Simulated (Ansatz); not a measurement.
C₃H₉FSi (`C[Si](C)(C)F`). The species carries charge 0 and has multiplicity 1.

Z-matrix (Å, degrees):
```
C
Si 1 1.860
H 1 1.093 2 111.1
H 1 1.093 2 111.1 3 -120.2
H 1 1.094 2 110.8 3 119.9
C 2 1.860 1 111.6 3 177.3
C 2 1.860 1 111.6 3 -57.1
F 2 1.613 1 107.3 3 60.1
H 6 1.093 2 111.1 1 -177.3
H 6 1.093 2 111.1 1 -57.1
H 6 1.094 2 110.8 1 62.8
H 7 1.094 2 110.8 1 -62.9
H 7 1.093 2 111.1 1 177.2
H 7 1.093 2 111.1 1 57.0
```

(1) Give the diagnostics of a CCSD(T)/def2-TZVPP run (frozen core, Ansatz 0.2.0). (Estimate.)

Results:

(1) Ansatz gave: T1 = 0.0099, largest single amplitude 0.015, largest double 0.013, (T) share of the correlation energy 3.3 %, 8 CCSD cycles. The RHF solution is stable towards an unrestricted one. T1 lies under the customary mark of 0.02 for closed shells.
